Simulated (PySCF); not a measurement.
[Pr(NH3)3]3+: one run

[Pr(NH3)3]3+ (singlet in the valence; each metal's 4f electrons, 2 of them, lie in its core potential, out of spins and levels). PySCF 2.14.0, RKS BP86, Pr lcecp-1-TZVP with ECP48, N def2-TZVP, H def2-TZVP; non-relativistic Hamiltonian with scalar-relativistic core potentials where named; density fitting; no spin-orbit coupling. Purpose: basis and core treatment f-in-core-III/TZVP.

```python
mol = gto.M(atom='''
Pr    -0.00000     0.00000     0.73016
N      2.42018    -0.00058     0.01043
H      3.10066    -0.26274     0.76221
H      2.67420    -0.65439    -0.76607
H      2.79446     0.91625    -0.32732
N     -1.20958     2.09623     0.01043
H     -1.32279     2.81662     0.76221
H     -0.77038     2.64312    -0.76607
H     -2.19072     1.96195    -0.32732
N     -1.21060    -2.09565     0.01043
H     -1.77787    -2.55388     0.76221
H     -1.90382    -1.98873    -0.76607
H     -0.60373    -2.87820    -0.32732''',
    basis={'Pr': 'lcecp-1-TZVP', 'N': 'def2-TZVP', 'H': 'def2-TZVP'},
    ecp={'Pr': 'lcecp-1-TZVP'},
    charge=3, spin=0)
mf = dft.RKS(mol, xc='B88,P86')
mf.grids.atom_grid = (75, 302)  # f atoms: unpruned, at least (60, 302)
mf = mf.density_fit()  # fitting sets: Pr AutoAux, N def2-universal-JKFIT, H def2-universal-JKFIT
mf.conv_tol = 1e-08; mf.max_cycle = 55
mf.kernel(dm0)  # dm0: free metal ions and neutral atoms
mf.nuc_grad_method().kernel()
```

Run from Python with OMP_NUM_THREADS=2; the lines above give its settings. Where DIIS fails, smearing, a level shift and second-order steps follow.
It took 39 s on 2 threads of Arm Neoverse V1 (shared host).

Q: Where do the frontier levels lie, over both spins?

A: HOMO -22.49 eV, LUMO -16.86 eV. The 4f levels lie in the core potential and are missing.

Q: What are the Mulliken charges and spins?

A: 
| atom | charge (e) | spin (e) |
| --- | --- | --- |
| Pr1 | 2.085 | 0.000 |
| N2 | -0.761 | 0.000 |
| H3 | 0.359 | 0.000 |
| H4 | 0.354 | 0.000 |
| H5 | 0.353 | 0.000 |
| N6 | -0.761 | 0.000 |
| H7 | 0.359 | 0.000 |
| H8 | 0.354 | 0.000 |
| H9 | 0.353 | 0.000 |
| N10 | -0.761 | 0.000 |
| H11 | 0.359 | 0.000 |
| H12 | 0.354 | 0.000 |
| H13 | 0.353 | 0.000 |
The spin of the 4f electrons in the core isn't counted.

Q: What forces act on the atoms (eV/Å)?

A: 
```
Pr   0.00  0.00 -0.04
N    0.39  0.00 -0.11
H   -0.21  0.06 -0.17
H   -0.11  0.16  0.20
H   -0.13 -0.22  0.09
N   -0.20  0.34 -0.11
H    0.05 -0.21 -0.17
H   -0.09 -0.17  0.20
H    0.26  0.00  0.09
N   -0.20 -0.34 -0.11
H    0.16  0.15 -0.17
H    0.19  0.01  0.20
H   -0.13  0.22  0.09
```
Forces carry noise of the integration grid, about 0.01 to 0.03 eV/Å.

The geometry was relaxed with BP86 (Pr lcecp-1-SVP with ECP48, N def2-SVP, H def2-SVP).

An lcecp potential fixes the number of 4f electrons, so in runs with it no electron can move into or out of that shell.
